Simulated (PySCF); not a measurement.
H$_{7}$O$_{7}$Si$_{2}$, charge +1, singlet, at a GFN2-xTB geometry; DF-M062X/cc-pVDZ in PySCF.

Input for PySCF:
```python
from pyscf import gto, scf, dft

mol = gto.M(
    atom='''
O     2.323233   -1.307642    0.954047
Si    1.383350   -0.656762   -0.165421
O     0.342572   -1.847028   -0.637380
O     2.028803    0.123331   -1.403627
O     0.352110    0.447253    0.488835
Si   -1.167652    0.893471    0.302426
O    -1.588365    1.730262   -0.983489
O    -1.884460    1.358001    1.638170
O    -1.885321   -0.674549   -0.186723
H     2.937890   -0.816768    1.493572
H     0.616886   -2.761417   -0.572797
H     2.764686   -0.175306   -1.932271
H    -1.471880    2.671118   -1.097057
H    -1.671614    1.085797    2.529530
H    -2.578963   -0.651592   -0.860643
H    -1.125341   -1.302794   -0.437057
''',
    basis='cc-pvdz',
    charge=1,
    spin=0,
    verbose=4,
)

mf = dft.RKS(mol)
mf.xc = 'm062x'
mf = mf.density_fit(auxbasis='def2-universal-jkfit')
mf.kernel()
```

Task: Predict the main parts of the log of this PySCF run.

Result: 
```
PySCF version 2.14.0

[INPUT] verbose = 4
[INPUT] num. atoms = 16
[INPUT] num. electrons = 90
[INPUT] charge = 1
[INPUT] spin (= nelec alpha-beta = 2S) = 0
[INPUT] symmetry False subgroup None
[INPUT] Mole.unit = angstrom
[INPUT] Symbol           X                Y                Z      unit          X                Y                Z       unit  Magmom
[...]
nuclear repulsion = 765.304548911377
number of shells = 66
number of NR pGTOs = 313
number of NR cGTOs = 169
basis = cc-pvdz
ecp = {}

******** <class 'pyscf.df.df_jk.DFRKS'> ********
method = DFRKS
initial guess = minao
damping factor = 0
level_shift factor = 0
DIIS = <class 'pyscf.scf.diis.CDIIS'>
diis_start_cycle = 1
diis_space = 8
diis_damp = 0
SCF conv_tol = 1e-09
SCF conv_tol_grad = None
SCF max_cycles = 50
direct_scf = False
XC library pyscf.dft.libxc version 7.1.2
    S. Lehtola, C. Steigemann, M. J. T. Oliveira, and M. A. L. Marques,  SoftwareX 7, 1–5 (2018)
XC functionals = m062x
    Y. Zhao and D. G. Truhlar,  Theor. Chem. Acc. 120, 215 (2008)
    Y. Zhao and D. G. Truhlar,  Theor. Chem. Acc. 120, 215 (2008)
radial grids:
    Treutler-Ahlrichs [JCP 102, 346 (1995); DOI:10.1063/1.469408] (M4) radial grids

becke partition: Becke, JCP 88, 2547 (1988); DOI:10.1063/1.454033
pruning grids: <function nwchem_prune>
grids dens level: 3
symmetrized grids: False
atomic radii adjust function: <function treutler_atomic_radii_adjust>
small_rho_cutoff = 0
Set gradient conv threshold to 3.16228e-05
Initial guess from minao.
tot grids = 205592
******** <class 'pyscf.df.df.DF'> ********
auxbasis = def2-universal-jkfit
init E= -1111.58331257473
[...]
cycle= 1 E= -1109.38740840815  delta_E=  2.2  |g|= 1.26  |ddm|= 3.58
[...]
cycle= 2 E= -1109.39048833492  delta_E= -0.00308  |g|= 1.28  |ddm|= 1.47
[...]
cycle= 3 E= -1109.67886458105  delta_E= -0.288  |g|= 0.0712  |ddm|= 0.734
[...]
cycle= 4 E= -1109.67960571253  delta_E= -0.000741  |g|= 0.0341  |ddm|= 0.0555
[...]
cycle= 5 E= -1109.67980251887  delta_E= -0.000197  |g|= 0.00763  |ddm|= 0.0221
[...]
cycle= 6 E= -1109.67981335795  delta_E= -1.08e-05  |g|= 0.00102  |ddm|= 0.00511
[...]
cycle= 7 E= -1109.67981348254  delta_E= -1.25e-07  |g|= 0.000808  |ddm|= 0.00113
[...]
cycle= 8 E= -1109.67981360328  delta_E= -1.21e-07  |g|= 6.67e-05  |ddm|= 0.000484
[...]
cycle= 9 E= -1109.67981360471  delta_E= -1.43e-09  |g|= 3.63e-05  |ddm|= 9.29e-05
[...]
cycle= 10 E= -1109.67981360498  delta_E= -2.67e-10  |g|= 1.17e-05  |ddm|= 3.14e-05
[...]
Extra cycle  E= -1109.67981360498  delta_E= -3.64e-12  |g|= 1.29e-05  |ddm|= 1.44e-05
converged SCF energy = -1109.67981360498
```
